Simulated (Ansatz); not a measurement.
Consider the redistribution: `C[SiH2]S[SiH2]F` + `[SiH3]BO[SiH3]` → `C[SiH2]OB[SiH3]` + `F[SiH2]S[SiH3]`.

Calculated with Ansatz (gas phase, PBE0-D4/def2-TZVP geometries, no zero-point term in ΔE). CCSD(T)/CBS is the MP2 limit (def2-TZVPP, def2-QZVPP) plus CCSD(T) − MP2 in def2-TZVPP, frozen cores. This one scheme is used for every species. DFT in def2-TZVPP. B3LYP here is the variant with VWN-RPA as its local correlation; programs differ in this. HSE06 is defined as in plane-wave codes. Each species was taken in one conformer, which may not be the lowest.

`C[SiH2]S[SiH2]F`:

```xyz
12

C    -1.758   -0.178    0.714
Si   -0.334    1.017    0.666
S     1.553    0.010    0.930
Si    1.828   -0.671   -1.048
F     0.679   -1.706   -1.468
H    -2.706    0.355    0.604
H    -1.671   -0.905   -0.097
H    -1.773   -0.721    1.661
H    -0.403    1.995    1.781
H    -0.294    1.744   -0.631
H     1.754    0.440   -2.022
H     3.125   -1.379   -1.089
```

`[SiH3]BO[SiH3]`:

Cartesian coordinates in Å:
```
Si 0.496 1.384 -1.775
B 0.260 0.546 0.060
O -0.298 -0.674 0.191
Si -0.624 -1.614 1.522
H 0.008 0.526 -2.890
H 1.939 1.684 -2.008
H -0.231 2.685 -1.828
H 0.615 1.131 1.057
H -2.083 -1.871 1.546
H -0.198 -0.908 2.756
H 0.115 -2.888 1.368
```

`C[SiH2]OB[SiH3]`:

Cartesian coordinates in Å:
```
C -1.326 1.799 1.070
Si -0.205 0.463 1.708
O 0.426 -0.476 0.484
B 0.299 -0.483 -0.854
Si 1.286 -1.855 -1.982
H -2.179 1.383 0.530
H -0.797 2.481 0.401
H -1.709 2.382 1.913
H -0.936 -0.464 2.608
H 0.956 1.038 2.431
H -0.412 0.340 -1.384
H 2.118 -2.799 -1.186
H 0.307 -2.650 -2.779
H 2.172 -1.159 -2.960
```

`F[SiH2]S[SiH3]`:

Z-matrix (Å, degrees):
```
Si
S 1 2.114
F 1 1.598 2 111.3
H 1 1.479 2 111.3 3 118.6
H 1 1.479 2 106.5 3 -118.1
Si 2 2.147 1 98.9 3 -64.8
H 6 1.482 2 110.8 1 88.6
H 6 1.485 2 109.5 1 -32.4
H 6 1.482 2 106.6 1 -152.0
```

(1) Is it downhill or uphill in electronic energy at CCSD(T)/CBS, and by how much? (An estimate is asked.)

(2) What do these levels give: PBE0-D4, B3LYP-D4, r2SCANh-D4, HSE06-D4, BHLYP-D4, ωB97X-V, ωB97M-V, PBE, BLYP, LC-ωPBE, CCSD/def2-TZVPP, HF/def2-QZVPP? (An estimate is asked.)

Largest T1 diagnostic among the species: 0.014.

Results:

(1) Computed: Nearly level: ΔE = +1.0 kJ/mol.

(2) The calculation gave: PBE0-D4 0.9, B3LYP-D4 1.4, r2SCANh-D4 0.2, HSE06-D4 0.9, BHLYP-D4 1.7, ωB97X-V 1.0, ωB97M-V 0.9, PBE -0.1, BLYP -0.2, LC-ωPBE 0.1, CCSD/def2-TZVPP 0.7, HF/def2-QZVPP 0.4 kJ/mol.

Leaving LDA and LC-ωPBE aside and taking each functional with its dispersion term where it has one, the values, not all of them listed here, spread over 1.8 kJ/mol, from B97M-V to BHLYP-D4.
